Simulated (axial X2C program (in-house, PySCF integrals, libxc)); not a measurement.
LiGe: bond constants with and without spin–orbit coupling

All values were computed with an axial X2C code built on PySCF integrals. Spin-free means the one-electron spin-free X2C Hamiltonian; two-component (2c) means X2C with spin–orbit coupling and atomic mean-field two-electron Coulomb and Gaunt terms, so the difference of the two also holds small scalar two-electron terms. Basis: Ge dyall-cv3z [9s9p7d4f1g], Li dyall-cv3z [7s8p2d] (cores contracted in-house); Gaussian nuclei, density fitting, unrestricted open shells. Masses: Ge 73.921 u, Li 7.016 u.

Input file and command:
```json
{"zs": [32, 3], "q": 0, "bas": ["dyall-cv3z", "dyall-cv3z"], "levels": ["PBE0", "HF", "B3LYP"], "cc": true, "r0": 2.54, "thr": -2.0, "nmax": 90, "npts": 10, "nst": 2, "ntry": 6}
```
```bash
python so2c.py task.json out
```

Keys: zs atomic numbers; q charge; bas basis sets; levels methods; cc coupled cluster on or off; r0 starting distance in Å; thr threshold in hartree for freezing inner shells (an s shell follows its p shell); nmax most natural virtual spinors; npts points on the curve; nst determinants followed; ntry starts of the search. HF also brings MP2.

State, spin-free: M_S = 3/2, Λ = 0 (beyond evenly filled blocks: σα, π+α, π-α); electrons by block: σα: 9, σβ: 8, π+α: 4, π+β: 3, π-α: 4, π-β: 3, δ+α: 1, δ+β: 1, δ-α: 1, δ-β: 1. Fragments: Ge + Li.

State, 2c: Ω = 3/2 (⟨Sz⟩ = 1.50, ⟨Lz⟩ = 0.00 at PBE0); electrons by block: 1/2: 12, -1/2: 12, 3/2: 5, -3/2: 4, 5/2: 1, -5/2: 1. Fragments: Ge + Li.

```csv
Hamiltonian,level,Re (Å),ωe (cm⁻¹),ωexe (cm⁻¹),Be (cm⁻¹),αe (cm⁻¹),De (eV),D0 (eV),μ (D)
spin-free,PBE0,2.396,403.8,2.78,0.4584,0.00503,1.68,1.66,5.77
spin-free,HF,2.429,400.1,2.86,0.446,0.0049,1.19,1.17,6.52
spin-free,MP2,2.404,409.4,2.6,0.4553,0.00473,1.71,1.68,n/a
spin-free,CCSD,2.407,407.6,2.73,0.454,0.00483,1.66,1.64,n/a
spin-free,CCSD(T),2.409,406.6,2.69,0.4534,0.00482,1.70,1.67,n/a
spin-free,B3LYP,2.399,396.1,2.96,0.4571,0.00527,1.54,1.51,5.60
2c,PBE0,2.396,403.3,2.77,0.4581,0.00503,n/a,n/a,5.77
2c,HF,2.430,399.4,2.85,0.4456,0.00489,n/a,n/a,6.52
2c,MP2,2.404,409.2,2.61,0.455,0.00473,n/a,n/a,n/a
2c,CCSD,2.409,406.8,2.72,0.4535,0.00483,n/a,n/a,n/a
2c,CCSD(T),2.410,405.8,2.69,0.4529,0.00481,n/a,n/a,n/a
2c,B3LYP,2.401,393.9,3.01,0.4562,0.00533,n/a,n/a,5.60
```

Correlated methods: 15 electrons correlated (number of frozen shells: Ge 3 s, 2 p; Li 1 s), 209 virtual spin orbitals or spinors in MP2, 90 natural virtuals in coupled cluster.

Dipoles are positive if Li is the positive end.

One determinant describes the state; a PBE0 search over occupations chose it and may have missed a lower one. Dissociation energies refer to the lowest single-determinant-based atoms at the same level and basis. De is not given where an atomic determinant may have missed its ground term or J level, or where the truncated virtual space spoils (T). Density functionals use the spin component along the axis (collinear). Coupled cluster ran in a truncated set of natural virtual spinors; the MP2 energy of the rest was added. (T) has no such correction and the atoms are truncated less, which lowers De at CCSD(T) by a hundredth of an eV or more. Other states lie close and PBE0, whose exact exchange favours high spin, may order them wrongly; the determinant shown need not be the ground state. The nearest other spin-free determinant of the search, M_S = 1/2, Λ = 1, lies 0.64 eV up at the distance of the search. Without a current term, density functionals place determinants with orbital angular momentum somewhat too high. With several unpaired electrons one determinant need not be a pure state. This is the top spin component of a Σ state; components of lower Ω are not single determinants and can lie lower.

Rough cost a point (2c) on 1 thread(s) of a shared host, integrals apart: PBE0 0.4 s, HF 0.3 s, CCSD(T) 8 s, B3LYP 0.5 s.

The whole task took 3.2 min on 1 thread of Arm Neoverse V2, on a shared host.
